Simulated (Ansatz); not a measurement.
C$_{18}$H$_{12}$ (`c1ccc2c(c1)ccc1c3ccccc3ccc21`), relaxed with RKS PBE0-D4/def2-TZVP in the Gaussian-basis code of Ansatz from a GFN2-xTB geometry. The force threshold is 0.005 eV/Å; the program also tests the step.

Charge 0, multiplicity 1.

Start:

```xyz
30

C    -3.186   -2.024    2.695
C    -3.236   -2.482    1.376
C    -2.368   -1.994    0.433
C    -1.402   -1.022    0.755
C    -1.359   -0.566    2.095
C    -2.259   -1.080    3.045
C    -0.400    0.410    2.462
C     0.474    0.911    1.554
C     0.469    0.486    0.200
C     1.401    1.024   -0.756
C     2.370    1.993   -0.433
C     3.241    2.477   -1.374
C     3.191    2.019   -2.694
C     2.260    1.079   -3.045
C     1.357    0.568   -2.096
C     0.395   -0.404   -2.463
C    -0.479   -0.906   -1.556
C    -0.472   -0.483   -0.201
H    -3.876   -2.417    3.428
H    -3.967   -3.228    1.099
H    -2.442   -2.376   -0.573
H    -2.204   -0.714    4.061
H    -0.378    0.748    3.488
H     1.187    1.652    1.877
H     2.444    2.374    0.573
H     3.974    3.220   -1.096
H     3.883    2.409   -3.425
H     2.204    0.713   -4.060
H     0.372   -0.742   -3.490
H    -1.194   -1.645   -1.879
```

Task: How much energy does the relaxation release, and in how many steps? (Best estimate.)

Result: Computed: 0.55 kJ/mol, in 3 steps.

Task: Which bonds change most? (Best estimate.)

Result: The calculation gave: C14–H28 from 1.081 to 1.085 Å; C6–H22 from 1.081 to 1.085 Å; C16–H29 from 1.081 to 1.085 Å; C7–H23 from 1.081 to 1.085 Å.

Task: Give the relaxed structure. (An estimate is asked.)

Result: The calculation gave: 
```xyz
30

C    -3.187   -2.024    2.694
C    -3.238   -2.481    1.371
C    -2.367   -1.991    0.431
C    -1.401   -1.021    0.760
C    -1.357   -0.564    2.099
C    -2.259   -1.080    3.047
C    -0.396    0.413    2.464
C     0.476    0.913    1.555
C     0.469    0.484    0.200
C     1.401    1.021   -0.760
C     2.368    1.990   -0.430
C     3.240    2.479   -1.370
C     3.189    2.022   -2.694
C     2.259    1.080   -3.047
C     1.356    0.565   -2.099
C     0.394   -0.411   -2.464
C    -0.478   -0.910   -1.556
C    -0.470   -0.483   -0.200
H    -3.878   -2.416    3.432
H    -3.970   -3.228    1.086
H    -2.436   -2.368   -0.581
H    -2.205   -0.714    4.067
H    -0.370    0.756    3.492
H     1.192    1.656    1.877
H     2.438    2.366    0.581
H     3.973    3.224   -1.085
H     3.881    2.413   -3.431
H     2.205    0.715   -4.067
H     0.368   -0.753   -3.493
H    -1.195   -1.653   -1.878
```
